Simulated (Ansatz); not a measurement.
Relaxation of the cluster Mg₅H₁₀ with RKS r2SCAN-D4/def2-SVP.

```sh
$ ansatz run in.yaml --threads 4 --pin off --events-out ev --progress --plain --max-ram 4787MiB
```

```yaml
crystal:
  periodic: [false, false, false]
  atoms:
    - {symbol: Mg, position_ang: [-1.366540, -0.092000, -2.500080]}
    - {symbol: Mg, position_ang: [-1.211220, -1.666970, 0.806510]}
    - {symbol: Mg, position_ang: [-0.431700, 1.317080, 1.358530]}
    - {symbol: Mg, position_ang: [2.174790, -0.243270, 1.450360]}
    - {symbol: Mg, position_ang: [1.055730, 0.927520, -1.415730]}
    - {symbol: H, position_ang: [-2.503070, 0.723020, -3.198370]}
    - {symbol: H, position_ang: [3.441810, -0.633280, 2.256510]}
    - {symbol: H, position_ang: [-2.411280, -2.417790, 1.453850]}
    - {symbol: H, position_ang: [2.360450, 0.353380, -0.456140]}
    - {symbol: H, position_ang: [-0.169750, 1.907850, -0.590740]}
    - {symbol: H, position_ang: [0.508980, 0.291970, -2.936620]}
    - {symbol: H, position_ang: [0.551040, -1.342590, 1.245930]}
    - {symbol: H, position_ang: [-1.217120, -1.252700, -1.149420]}
    - {symbol: H, position_ang: [1.117670, 1.417980, 2.051000]}
    - {symbol: H, position_ang: [-1.899780, 0.709800, 1.624400]}
basis:
  gaussian: {orbitals: def2-SVP}
hamiltonian: {xc: r2scan, dispersion: d4}
scf: {lower_state_search: "off"}
output: {orbitals: {seedname: orbitals}}
relax: {f_tol: 0.02, max_steps: 100}
```

Hardware: 4 threads of Arm Neoverse V1 on a shared host. Wall time 58 s.

Positions (Å) and forces (eV/Å) at steps 1, 2, 3, 4, 5, 6, 7, 8, 10, 11, 12, 13, 14, 16, 19 of 19:

```xyz
15
step=1 energy=-27370.0198 eV
Mg   -1.367   -0.092   -2.500    0.843   -0.714    0.352
Mg   -1.211   -1.667    0.807    0.867    1.025   -0.857
Mg   -0.432    1.317    1.359    0.549    0.842   -0.632
Mg    2.175   -0.243    1.450   -1.433    0.624   -0.923
Mg    1.056    0.928   -1.416    0.581    0.047    0.073
H    -2.503    0.723   -3.198   -1.230    0.790   -0.801
H     3.442   -0.633    2.257    1.536   -0.531    0.946
H    -2.411   -2.418    1.454   -1.269   -1.038    0.693
H     2.360    0.353   -0.456    0.179   -0.166    0.443
H    -0.170    1.908   -0.591   -0.236   -0.215    0.440
H     0.509    0.292   -2.937   -0.407   -0.117   -0.060
H     0.551   -1.343    1.246    0.056    0.571   -0.141
H    -1.217   -1.253   -1.149    0.261    0.036    0.475
H     1.118    1.418    2.051    0.650   -0.295    0.006
H    -1.900    0.710    1.624   -0.947   -0.861   -0.014
15
step=2 energy=-27370.8029 eV
Mg   -1.403   -0.105   -2.521    0.301   -0.228    0.273
Mg   -1.264   -1.594    0.787    0.119    0.665   -0.132
Mg   -0.429    1.375    1.313    0.203    0.073   -0.206
Mg    2.187   -0.209    1.456   -0.495    0.169   -0.159
Mg    1.131    0.917   -1.391    0.086   -0.219    0.056
H    -2.596    0.747   -3.264   -0.471    0.217   -0.325
H     3.523   -0.660    2.297    0.564   -0.256    0.340
H    -2.463   -2.496    1.470   -0.335   -0.499    0.193
H     2.410    0.330   -0.377    0.134    0.032    0.012
H    -0.182    1.820   -0.530    0.003   -0.057    0.084
H     0.444    0.284   -2.898   -0.112    0.040    0.039
H     0.515   -1.161    1.186   -0.025    0.366   -0.117
H    -1.147   -1.198   -1.086    0.056    0.131    0.033
H     1.182    1.370    2.003    0.153    0.044    0.014
H    -1.908    0.581    1.556   -0.180   -0.475   -0.107
15
step=3 energy=-27371.1306 eV
Mg   -1.426   -0.092   -2.511   -0.074    0.068    0.012
Mg   -1.336   -1.449    0.808   -0.390   -0.042    0.153
Mg   -0.406    1.332    1.269    0.123   -0.182    0.037
Mg    2.191   -0.184    1.487    0.130   -0.032    0.125
Mg    1.156    0.848   -1.365   -0.023   -0.268   -0.001
H    -2.668    0.743   -3.314   -0.064   -0.063   -0.052
H     3.577   -0.704    2.339   -0.002   -0.080    0.021
H    -2.465   -2.571    1.474    0.171   -0.070   -0.086
H     2.467    0.329   -0.350    0.099    0.059   -0.029
H    -0.163    1.782   -0.517    0.021   -0.027   -0.025
H     0.407    0.294   -2.884   -0.006    0.056    0.059
H     0.469   -0.985    1.136    0.010    0.333   -0.111
H    -1.139   -1.137   -1.056    0.007    0.140   -0.043
H     1.213    1.389    1.998   -0.050    0.172    0.044
H    -1.875    0.402    1.484    0.049   -0.064   -0.102
15
step=4 energy=-27371.3014 eV
Mg   -1.479   -0.053   -2.527   -0.015    0.127   -0.018
Mg   -1.356   -1.407    0.796   -0.444   -0.178    0.102
Mg   -0.375    1.284    1.269    0.121   -0.115    0.053
Mg    2.219   -0.162    1.529    0.214    0.071    0.076
Mg    1.136    0.719   -1.316   -0.085   -0.282    0.010
H    -2.747    0.723   -3.362   -0.001   -0.096   -0.006
H     3.582   -0.739    2.393   -0.088   -0.080    0.002
H    -2.395   -2.637    1.442    0.233    0.014   -0.104
H     2.506    0.311   -0.318    0.105    0.058   -0.053
H    -0.143    1.747   -0.505    0.025   -0.029   -0.030
H     0.376    0.265   -2.866   -0.001    0.061    0.008
H     0.453   -0.814    1.032   -0.018    0.243   -0.051
H    -1.131   -1.046   -1.050   -0.047    0.072   -0.029
H     1.238    1.421    2.020   -0.050    0.128    0.076
H    -1.882    0.389    1.465    0.051    0.007   -0.036
15
step=5 energy=-27371.4736 eV
Mg   -1.495    0.007   -2.537   -0.073    0.153   -0.109
Mg   -1.433   -1.381    0.782   -0.276   -0.127    0.108
Mg   -0.330    1.249    1.280   -0.007    0.014    0.055
Mg    2.267   -0.087    1.533    0.252    0.026    0.167
Mg    1.104    0.541   -1.269   -0.087   -0.172    0.068
H    -2.803    0.683   -3.405    0.037   -0.087    0.028
H     3.548   -0.808    2.431   -0.150   -0.023   -0.051
H    -2.309   -2.738    1.416    0.216    0.095   -0.113
H     2.584    0.322   -0.328   -0.048    0.014   -0.041
H    -0.116    1.687   -0.497    0.023   -0.022   -0.043
H     0.361    0.279   -2.886    0.003   -0.022    0.090
H     0.404   -0.632    0.983    0.159    0.000   -0.164
H    -1.168   -0.983   -1.049    0.003    0.036   -0.025
H     1.257    1.472    2.082   -0.005    0.069    0.018
H    -1.872    0.390    1.463   -0.048    0.044    0.012
15
step=6 energy=-27371.5766 eV
Mg   -1.528    0.072   -2.561    0.065    0.085   -0.079
Mg   -1.470   -1.328    0.765   -0.153   -0.215   -0.034
Mg   -0.315    1.230    1.302    0.035    0.247   -0.087
Mg    2.332   -0.014    1.586    0.196   -0.017   -0.087
Mg    1.039    0.384   -1.191   -0.062   -0.168    0.177
H    -2.864    0.650   -3.446    0.020   -0.042    0.023
H     3.520   -0.883    2.478   -0.150    0.048   -0.023
H    -2.189   -2.781    1.369    0.152    0.129   -0.074
H     2.587    0.306   -0.306    0.022    0.065   -0.026
H    -0.117    1.648   -0.486   -0.027    0.055   -0.007
H     0.345    0.235   -2.852   -0.013   -0.007    0.029
H     0.467   -0.556    0.819   -0.082   -0.058    0.068
H    -1.176   -0.918   -1.066   -0.081    0.021    0.058
H     1.268    1.525    2.106   -0.007   -0.070    0.035
H    -1.901    0.428    1.480    0.087   -0.073    0.026
15
step=7 energy=-27371.6558 eV
Mg   -1.518    0.054   -2.687    0.022    0.035    0.082
Mg   -1.487   -1.306    0.785   -0.035   -0.016   -0.032
Mg   -0.294    1.294    1.333    0.020    0.071   -0.014
Mg    2.386    0.007    1.547    0.081   -0.007   -0.039
Mg    0.925    0.287   -1.094    0.016   -0.014    0.105
H    -2.856    0.569   -3.603    0.037   -0.047   -0.013
H     3.473   -0.929    2.484   -0.066    0.018   -0.014
H    -2.086   -2.820    1.323    0.071    0.053   -0.042
H     2.553    0.348   -0.317    0.051    0.034   -0.053
H    -0.095    1.716   -0.438   -0.026    0.027   -0.021
H     0.357    0.174   -2.813   -0.050   -0.022   -0.009
H     0.468   -0.532    0.748   -0.111   -0.076    0.108
H    -1.292   -0.760   -1.028   -0.041    0.011   -0.059
H     1.298    1.487    2.156   -0.033   -0.053   -0.006
H    -1.832    0.410    1.603    0.063   -0.015    0.008
15
step=8 energy=-27371.6456 eV rejected
Mg   -1.538    0.101   -2.688    0.074   -0.084   -0.015
Mg   -1.518   -1.241    0.767   -0.040   -0.248    0.038
Mg   -0.286    1.335    1.355    0.025    0.024    0.129
Mg    2.430    0.020    1.502    0.069   -0.055    0.149
Mg    0.892    0.252   -1.005   -0.036   -0.015   -0.305
H    -2.847    0.490   -3.716    0.087    0.001    0.065
H     3.440   -0.970    2.469   -0.027    0.039   -0.038
H    -1.986   -2.826    1.247    0.011    0.120   -0.024
H     2.593    0.385   -0.359   -0.139   -0.037    0.079
H    -0.116    1.737   -0.422    0.008   -0.023    0.022
H     0.336    0.113   -2.734    0.023    0.082   -0.043
H     0.434   -0.545    0.811    0.045    0.058   -0.154
H    -1.340   -0.735   -1.052   -0.089    0.063    0.153
H     1.315    1.451    2.167   -0.003    0.042   -0.031
H    -1.807    0.434    1.658   -0.008    0.032   -0.023
15
step=10 energy=-27371.6809 eV
Mg   -1.530    0.050   -2.681   -0.041   -0.009   -0.004
Mg   -1.501   -1.274    0.787   -0.008    0.000   -0.010
Mg   -0.281    1.329    1.359   -0.003   -0.019   -0.014
Mg    2.413    0.001    1.516    0.010   -0.006    0.015
Mg    0.914    0.307   -1.057    0.027    0.014    0.009
H    -2.800    0.472   -3.727    0.009   -0.005   -0.020
H     3.428   -0.982    2.473   -0.002   -0.006   -0.003
H    -1.998   -2.831    1.279    0.012    0.003    0.000
H     2.573    0.392   -0.334   -0.010    0.004   -0.007
H    -0.100    1.753   -0.415   -0.005    0.020    0.010
H     0.336    0.140   -2.761    0.008   -0.009    0.001
H     0.441   -0.534    0.733    0.008    0.000    0.004
H    -1.424   -0.691   -1.007   -0.012    0.007    0.013
H     1.319    1.452    2.163    0.003   -0.001    0.002
H    -1.790    0.417    1.671    0.003    0.007    0.004
15
step=11 energy=-27371.6903 eV
Mg   -1.556    0.015   -2.689   -0.072   -0.010   -0.037
Mg   -1.507   -1.261    0.794   -0.011    0.001   -0.020
Mg   -0.271    1.336    1.382    0.007   -0.029   -0.023
Mg    2.421   -0.013    1.506    0.010   -0.013    0.030
Mg    0.926    0.366   -1.053    0.037    0.021    0.018
H    -2.751    0.402   -3.845    0.054   -0.020    0.035
H     3.405   -1.035    2.457    0.001    0.002   -0.016
H    -1.950   -2.839    1.277    0.009    0.017    0.002
H     2.588    0.434   -0.330   -0.014    0.005   -0.007
H    -0.086    1.802   -0.384    0.002    0.005    0.014
H     0.315    0.111   -2.724   -0.001   -0.001   -0.006
H     0.440   -0.525    0.692   -0.005    0.021    0.003
H    -1.544   -0.636   -0.982   -0.024    0.007    0.014
H     1.335    1.428    2.176    0.000   -0.003    0.004
H    -1.767    0.416    1.724    0.008   -0.004   -0.012
15
step=12 energy=-27371.6998 eV
Mg   -1.592   -0.040   -2.694   -0.114    0.018   -0.093
Mg   -1.515   -1.245    0.792   -0.029    0.014   -0.031
Mg   -0.257    1.339    1.408    0.020   -0.029   -0.038
Mg    2.431   -0.034    1.500    0.009   -0.012    0.035
Mg    0.957    0.451   -1.054    0.015    0.019    0.021
H    -2.681    0.306   -3.983    0.124   -0.049    0.143
H     3.388   -1.103    2.427   -0.003    0.013   -0.032
H    -1.894   -2.841    1.279    0.015    0.033   -0.006
H     2.613    0.492   -0.319   -0.017   -0.004   -0.004
H    -0.060    1.860   -0.344    0.003    0.011    0.014
H     0.285    0.079   -2.674   -0.006    0.005    0.018
H     0.436   -0.495    0.644   -0.012   -0.003   -0.022
H    -1.722   -0.572   -0.956   -0.006   -0.008    0.011
H     1.352    1.391    2.199   -0.001    0.001    0.009
H    -1.740    0.412    1.776    0.002   -0.008   -0.025
15
step=13 energy=-27371.7032 eV
Mg   -1.611   -0.070   -2.688   -0.122    0.011   -0.121
Mg   -1.531   -1.230    0.787   -0.028    0.006   -0.051
Mg   -0.248    1.336    1.420    0.024   -0.008   -0.040
Mg    2.433   -0.049    1.502    0.014   -0.016    0.009
Mg    0.980    0.511   -1.055   -0.019   -0.020    0.000
H    -2.633    0.235   -4.048    0.136   -0.050    0.192
H     3.392   -1.147    2.392   -0.009    0.020   -0.030
H    -1.855   -2.837    1.281    0.011    0.040   -0.007
H     2.627    0.523   -0.309   -0.013   -0.003    0.009
H    -0.036    1.906   -0.317    0.001    0.001    0.010
H     0.267    0.063   -2.642    0.002    0.031    0.060
H     0.426   -0.478    0.609   -0.007    0.012   -0.013
H    -1.832   -0.546   -0.942    0.015   -0.003   -0.005
H     1.358    1.365    2.222   -0.001   -0.009    0.005
H    -1.735    0.419    1.788   -0.004   -0.011   -0.020
15
step=14 energy=-27371.7082 eV
Mg   -1.610   -0.081   -2.689   -0.071    0.014   -0.072
Mg   -1.542   -1.220    0.780   -0.024   -0.003   -0.030
Mg   -0.246    1.334    1.420    0.016    0.016   -0.019
Mg    2.432   -0.058    1.508    0.017   -0.004   -0.005
Mg    0.977    0.513   -1.047   -0.012    0.009   -0.031
H    -2.623    0.199   -4.046    0.072   -0.033    0.109
H     3.417   -1.160    2.363   -0.014    0.016   -0.016
H    -1.845   -2.825    1.290    0.002    0.029   -0.007
H     2.621    0.527   -0.300   -0.005   -0.010    0.012
H    -0.024    1.920   -0.310   -0.003   -0.014    0.026
H     0.261    0.091   -2.639    0.012    0.004    0.065
H     0.420   -0.474    0.613   -0.013    0.003   -0.031
H    -1.842   -0.545   -0.945    0.021   -0.008   -0.006
H     1.352    1.346    2.239    0.003   -0.008    0.006
H    -1.748    0.433    1.764   -0.002   -0.009   -0.001
15
step=16 energy=-27371.7136 eV
Mg   -1.609   -0.136   -2.699    0.021    0.009    0.015
Mg   -1.573   -1.183    0.759    0.016   -0.003    0.007
Mg   -0.229    1.334    1.456    0.011   -0.005    0.000
Mg    2.444   -0.082    1.494   -0.013    0.002   -0.013
Mg    0.975    0.585   -1.036   -0.021   -0.001    0.024
H    -2.583    0.033   -4.083   -0.006   -0.010   -0.009
H     3.440   -1.212    2.293   -0.004    0.000   -0.002
H    -1.862   -2.786    1.273   -0.006    0.002    0.000
H     2.615    0.562   -0.289    0.021    0.002   -0.003
H    -0.004    1.976   -0.249    0.007    0.009    0.005
H     0.247    0.134   -2.598   -0.005   -0.003   -0.027
H     0.400   -0.448    0.576    0.000   -0.006    0.017
H    -1.877   -0.519   -0.951   -0.014    0.004   -0.011
H     1.367    1.288    2.282   -0.004    0.004    0.001
H    -1.751    0.455    1.773   -0.001   -0.007   -0.003
15
step=19 energy=-27371.7161 eV
Mg   -1.594   -0.178   -2.731    0.015   -0.006    0.013
Mg   -1.580   -1.142    0.755    0.002   -0.010    0.005
Mg   -0.207    1.339    1.522    0.004   -0.003    0.003
Mg    2.445   -0.106    1.462    0.003   -0.002    0.006
Mg    0.928    0.639   -1.012    0.007    0.003   -0.003
H    -2.555   -0.198   -4.135    0.005    0.000    0.010
H     3.438   -1.267    2.221   -0.004    0.000   -0.003
H    -1.912   -2.753    1.218   -0.004   -0.002   -0.001
H     2.591    0.582   -0.304   -0.003    0.000    0.001
H     0.010    2.028   -0.163   -0.006    0.000   -0.009
H     0.237    0.211   -2.604   -0.006    0.005   -0.013
H     0.392   -0.432    0.594   -0.004    0.003   -0.005
H    -1.850   -0.440   -0.953   -0.010    0.007   -0.008
H     1.399    1.252    2.322   -0.002   -0.001   -0.001
H    -1.741    0.466    1.808    0.001    0.005    0.005
```

Another isomer (singlet) lies 0.20 eV lower at PBE0-D4/def2-TZVP; other spin states weren't run for this one.
